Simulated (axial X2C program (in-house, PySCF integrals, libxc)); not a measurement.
## Worked dissociation energy of SiAs: CCSD, without spin–orbit coupling

All values were computed with an in-house all-electron X2C program for linear molecules (integrals from PySCF). Spin-free means the one-electron spin-free X2C Hamiltonian. Basis: As dyall-cv3z [9s9p6d4f1g], Si dyall-v3z [8s7p2d1f] (cores contracted in-house); Gaussian nuclei, density fitting, unrestricted open shells. Masses: As 74.922 u, Si 27.977 u.

Molecular state: M_S = 1/2, Λ = 1 (beyond evenly filled blocks: π+α, π+β, π-α).

Correlated methods: 9 electrons correlated (number of frozen shells: As 3 s, 2 p, 1 d; Si 2 s, 1 p), 203 virtual spin orbitals or spinors in MP2, 90 natural virtuals in coupled cluster.

| Property | Result |
| --- | --- |
| E(As) (2M_S = 3, M_L = 0) | -2259.174681 hartree |
| E(Si) (2M_S = 2, M_L = 0) | -289.538076 hartree |
| E(SiAs) at Re | -2548.813319 hartree |
| ωe | 509.0 cm⁻¹ |
| ωexe | 2.73 cm⁻¹ |

Task: Work out De and D0.

Result: De = -2259.174681 + (-289.538076) − (-2548.813319) = 0.10056 hartree = 2.736 eV. The zero-point energy is ωe/2 − ωexe/4 = 254 cm⁻¹ = 0.031 eV, so D0 = 2.705 eV.

The state is a single determinant with fixed occupations, the lowest that a limited PBE0 search found. De is counted from the lowest determinant-based energies of the atoms at the same level, without counterpoise correction. CCSD ran in a truncated set of natural virtual spinors with an MP2 remainder; without triples it tends to underbind. Other states lie close and PBE0, whose exact exchange favours high spin, may order them wrongly; the determinant shown need not be the ground state. The nearest other spin-free determinant of the search, M_S = 1/2, Λ = 0, lies 0.25 eV up at the distance of the search. The determinant is spin-polarised beyond a pure state at some levels (its spin-free form has ⟨S²⟩ too high), which makes Re and μ there less reliable. The T1 diagnostic is large, a sign of multireference character.

Each atomic determinant is the lowest at this level and need not be a pure term. Totals compare only within one Hamiltonian and basis.
